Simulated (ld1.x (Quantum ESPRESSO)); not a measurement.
## nickel, RRKJ: configuration errors across variants

```json
{
 "Element": "nickel",
 "Generator": "ld1.x (Quantum ESPRESSO) 7.5",
 "Type": "norm-conserving RRKJ (Kleinman–Bylander form)",
 "Functional": "PBE",
 "Relativity": "scalar-relativistic",
 "Frozen core": "[Ar]",
 "Valence charge": "10",
 "Reference configuration": "3d8 4s0 4p0 (charge +2)",
 "Partial waves": "4s (bound, empty): rc 1.75 bohr; 4p (bound, empty): rc 1.70 bohr; 3d (bound): rc 1.70 bohr",
 "Local potential": "all-electron potential smoothed inside 1.30 bohr (lloc = -2)",
 "Core correction": "Bessel-smoothed model core inside 1.45 bohr"
}
```

All-electron excitation energies from the reference (eV): (1) 3d7 4s0 4p0 37.467; (2) 3d8 4s0 4p1 -11.667; (3) 3d9 4s0 4p0 -20.355.

Tests that are not counted but printed errors over 1 eV. “base”: 3d8 4s2 4p0 (solver errors, printed error -954 eV); 3d8 4s1.5 4p0 (solver errors, printed error -932 eV); 2 more. “type ultrasoft; waves now 4s (bound): rcut 1.50, rcutus 1.75 bohr; 4s channel at -0.75 Ry: rcut 1.50, rcutus 1.75 bohr; 4p (bound): rcut 1.50, rcutus 1.70 bohr; 4p channel at -0.65 Ry: rcut 1.50, rcutus 1.70 bohr; 3d (bound): rcut 1.50, rcutus 1.70 bohr; 3d channel at 0.05 Ry: rcut 1.50, rcutus 1.70 bohr; local potential all-electron potential smoothed inside 1.30 bohr (lloc = -1); augmentation built from norm-conserving waves at rcut, not smoothed further”: 3d8 4s2 4p0 (solver errors, printed error -1012 eV). “wave 4p (bound): rc 1.70 bohr becomes 4p (bound): rc 2.44 bohr”: 3d8 4s2 4p0 (solver errors, printed error -954 eV); 3d8 4s1.5 4p0 (solver errors, printed error -932 eV); 1 more. “core correction Bessel-smoothed model core inside 1.72 bohr”: 3d8 4s2 4p0 (solver errors, printed error -941 eV); 3d8 4s1.5 4p0 (solver errors, printed error -927 eV). “all radii but the core radius scaled by about 0.97 (s 1.70, p 1.64, d 1.64 bohr); local potential all-electron potential smoothed inside 1.26 bohr (lloc = -2)”: 3d8 4s2 4p0 (solver errors, printed error -965 eV); 3d8 4s1.5 4p0 (solver errors, printed error -940 eV).

2 further variants failed, have other tests or too few solved ones, and are left out.

A true bound ghost makes a file unfit for plane-wave use even where its test errors are small: the radial tests pick states by their node count and pass the ghost by.

Errors AE − PS in meV (a dash: test not solved or not reliable):

```tsv
change	(1)	(2)	(3)	bound ghosts
base	-63	+1.9	-75	none
type ultrasoft; waves now 4s (bound): rcut 1.50, rcutus 1.75 bohr; 4s channel at -0.75 Ry: rcut 1.50, rcutus 1.75 bohr; 4p (bound): rcut 1.50, rcutus 1.70 bohr; 4p channel at -0.65 Ry: rcut 1.50, rcutus 1.70 bohr; 3d (bound): rcut 1.50, rcutus 1.70 bohr; 3d channel at 0.05 Ry: rcut 1.50, rcutus 1.70 bohr; local potential all-electron potential smoothed inside 1.30 bohr (lloc = -1); augmentation built from norm-conserving waves at rcut, not smoothed further	–	–	–	not determined
wave 4p (bound): rc 1.70 bohr becomes 4p (bound): rc 2.44 bohr	-63	+0.2	-75	none
core correction Bessel-smoothed model core inside 1.72 bohr	-47	+2.5	-68	none
local potential all-electron potential smoothed inside 1.30 bohr (lloc = -1)	-58	+2.8	-72	s
all radii but the core radius scaled by about 0.97 (s 1.70, p 1.64, d 1.64 bohr); local potential all-electron potential smoothed inside 1.26 bohr (lloc = -2)	-111	+3.0	-84	none
wave 3d (bound): rc 1.70 bohr becomes 3d (bound): rc 1.88 bohr	+76	-0.4	-40	none
local potential all-electron potential smoothed inside 1.34 bohr (lloc = -2)	-65	+1.9	-76	none
core correction Bessel-smoothed model core inside 0.84 bohr	-69	+1.8	-77	none
local potential all-electron potential smoothed inside 2.00 bohr (lloc = -2)	-133	+1.0	-129	none
```

(1) Give the same row for: local potential all-electron potential smoothed inside 0.62 bohr (lloc = -2).

Results:

(1) -53, -0.9, -69; bound ghosts: s, p.
